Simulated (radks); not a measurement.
Q: These are the eigenvalues of the occupied orbitals of an atom or ion with whole-number occupations (eV). Calculated with a radial shooting solver on a logarithmic mesh with Libxc functionals: scalar-relativistic Kohn-Sham, SCAN, spin-polarised, spherical densities, finite nucleus; meta-GGA in the generalised Kohn-Sham scheme; Fermi nuclear charge, rms radius of each element as measured or else 0.836 A^(1/3) + 0.57 fm.

1s down: -5964.651
1s up: -5964.638
2s up: -739.3824
2s down: -737.9118
2p up: -629.9189
2p down: -628.8202
3s up: -137.0759
3s down: -133.6291
3p up: -106.3872
3p down: -103.0214
3d up: -58.9277

Which element is it, and in what charge state? The configuration may be excited. Open shells, if any, are filled with parallel spins first.

A: Z = 24, chromium, charge +4: Cr4+ in [Ar] 3d2. The list shows which subshells hold electrons but not how many an open one holds; the 1s level, -219.2 hartree, gives Z - s = 20.9 by -(Z - s)^2/2, which with screening and relativity narrows Z to a few neighbours, and the depths of the outer levels then fix element, charge and occupations together.
